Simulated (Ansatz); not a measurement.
Born–Oppenheimer molecular dynamics of C2H6ClNOSi (12 atoms, charge 0, multiplicity 1). It starts at the highest image of a converged band. Of that band: Neighbouring images differ by up to 1.7 eV, so the band resolves the path poorly. A vibrational analysis at the climbing image gives 2 clearly imaginary modes (1886i, 46i cm⁻¹): a point of higher order, so a lower path passes nearby.

Level of theory: Ansatz 0.2.0, RKS B3LYP-D4/def2-SVP.

- ensemble: NVE (velocity Verlet)
- time step: 0.5 fs
- steps asked: 200
- starting velocities drawn for: 300 K
- seed: 11585

First frame:

```xyz
12
Properties=species:S:1:pos:R:3
N 2.157 0.862 -0.854
C 1.034 0.235 -0.626
O 0.842 -0.584 -1.607
Si -0.243 0.321 0.794
C -1.645 -0.848 0.318
Cl -2.918 -0.832 1.606
H 2.574 1.579 -0.266
H 1.987 0.026 -1.889
H 0.410 -0.111 2.058
H -0.730 1.720 0.929
H -2.110 -0.547 -0.632
H -1.282 -1.878 0.202
```

Task: What does the run give?

Result: The run went to its last step.

| Item | Value |
| --- | --- |
| steps done | 200 |
| time covered | 100 fs |
| mean temperature over the second half | 840 K |
| spread of the potential energy over the second half | 19.7 meV per atom |
| mean potential energy of the second half above the start | -58.3 meV per atom |

The conserved energy stayed within 0.69 meV per atom of its start (net change 0.15 meV per atom), so the integration is sound. The system heated up, since it started high on the potential surface and ran downhill. A run of 0.1 ps of so small a system gives no equilibrium averages. The orbitals stay closed-shell, which can raise the energy where a bond breaks towards radicals; this wasn't checked here.

Task: What happens to the structure?

Result: The step under study would form O3–H8 and break N1–H8. These pairs go: O3–H8 1.33 → 2.51 Å, N1–H8 1.34 → 1.12 Å. In the last frame they stand as before the step (other bonds may differ from the relaxed reactants and products). It ends as one piece, C2H6ClNOSi. Pairs count as bonded within 1.25 times the sum of covalent radii (0.12 Å more for H–H). This is one draw of velocities; another would differ in detail.

Task: How do temperature and energy run in time?

Result: 
```csv
time (fs),T (K),potential energy less start (eV),conserved less start (meV/atom)
0.0,300,0.000,0.00
8.0,1004,-0.911,-0.12
16.0,1173,-1.134,-0.46
24.0,629,-0.424,0.07
32.0,497,-0.254,0.06
40.0,1444,-1.485,-0.52
48.0,994,-0.900,-0.25
56.0,589,-0.373,0.01
64.0,879,-0.752,-0.33
72.0,998,-0.902,-0.05
80.0,451,-0.195,0.02
88.0,937,-0.827,-0.36
96.0,930,-0.814,-0.01
```

Time of the run: 13 min on 2 threads of Arm Neoverse V1 (shared host), peak memory 0.3 GiB.
